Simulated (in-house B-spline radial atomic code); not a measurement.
**Excitations of O VII (O6+) by several methods**

Full response, energies in eV; labels give the largest channel, * marks a mixed state, a dash one above the method's threshold, and an imaginary frequency an unstable closed-shell reference. Computed with an all-electron radial atomic-structure program (B-spline basis): linear response of the closed shell 1s2 with each method's own kernel (bare exchange for TDHF, static screening on G0W0 levels for BSE, the adiabatic kernel for functionals); non-relativistic, point nucleus, no spin-orbit coupling, no double excitations, S, P, D and F terms only.

```json
{"method": "TDHF", "1s → 2s 3S": "?", "1s → 2p 3P": "?", "1s → 2s 1S": "?", "α (bohr³)": "?"}
{"method": "BSE on G0W0@HF", "1s → 2s 3S": "560.60", "1s → 2p 3P": "568.05", "1s → 2s 1S": "568.99", "α (bohr³)": "0.002643"}
{"method": "LDA VWN5", "1s → 2s 3S": "540.99", "1s → 2p 3P": "549.63", "1s → 2s 1S": "547.69", "α (bohr³)": "0.002759"}
{"method": "PBE", "1s → 2s 3S": "543.34", "1s → 2p 3P": "552.02", "1s → 2s 1S": "550.67", "α (bohr³)": "0.002721"}
{"method": "PBE0", "1s → 2s 3S": "547.99", "1s → 2p 3P": "556.40", "1s → 2s 1S": "555.57", "α (bohr³)": "0.002701"}
{"method": "B3LYP (VWN-RPA)", "1s → 2s 3S": "540.98", "1s → 2p 3P": "550.17", "1s → 2s 1S": "552.21", "α (bohr³)": "0.002705"}
{"method": "CAM-B3LYP", "1s → 2s 3S": "540.60", "1s → 2p 3P": "549.98", "1s → 2s 1S": "551.75", "α (bohr³)": "0.002703"}
{"method": "LC-wPBE", "1s → 2s 3S": "541.95", "1s → 2p 3P": "551.05", "1s → 2s 1S": "549.08", "α (bohr³)": "0.002721"}
{"method": "wB97X", "1s → 2s 3S": "548.03", "1s → 2p 3P": "557.59", "1s → 2s 1S": "555.80", "α (bohr³)": "0.002682"}
{"method": "HSE06", "1s → 2s 3S": "548.08", "1s → 2p 3P": "556.46", "1s → 2s 1S": "555.68", "α (bohr³)": "0.002701"}
{"method": "BHandHLYP", "1s → 2s 3S": "544.67", "1s → 2p 3P": "553.81", "1s → 2s 1S": "557.38", "α (bohr³)": "0.002682"}
{"method": "BLYP", "1s → 2s 3S": "535.97", "1s → 2p 3P": "545.50", "1s → 2s 1S": "547.92", "α (bohr³)": "0.002717"}
{"method": "PBEsol", "1s → 2s 3S": "541.82", "1s → 2p 3P": "550.57", "1s → 2s 1S": "549.06", "α (bohr³)": "0.002735"}
{"method": "BP86", "1s → 2s 3S": "?", "1s → 2p 3P": "?", "1s → 2s 1S": "?", "α (bohr³)": "?"}
{"method": "LDA exchange-only", "1s → 2s 3S": "538.62", "1s → 2p 3P": "547.35", "1s → 2s 1S": "545.97", "α (bohr³)": "0.002765"}
{"method": "B97-1", "1s → 2s 3S": "547.26", "1s → 2p 3P": "556.32", "1s → 2s 1S": "555.29", "α (bohr³)": "0.0027"}
{"method": "RPBE", "1s → 2s 3S": "543.38", "1s → 2p 3P": "552.15", "1s → 2s 1S": "550.72", "α (bohr³)": "0.002716"}
{"method": "OLYP", "1s → 2s 3S": "534.75", "1s → 2p 3P": "544.75", "1s → 2s 1S": "546.79", "α (bohr³)": "0.002716"}
```

What does BP86 give?

1s → 2s 3S: 544.58; 1s → 2p 3P: 553.44; 1s → 2s 1S: 551.52; α: 0.002711 (eV, bohr³).

What does TDHF give?

1s → 2s 3S: 560.64; 1s → 2p 3P: 568.34; 1s → 2s 1S: 569.14; α: 0.002648 (eV, bohr³).
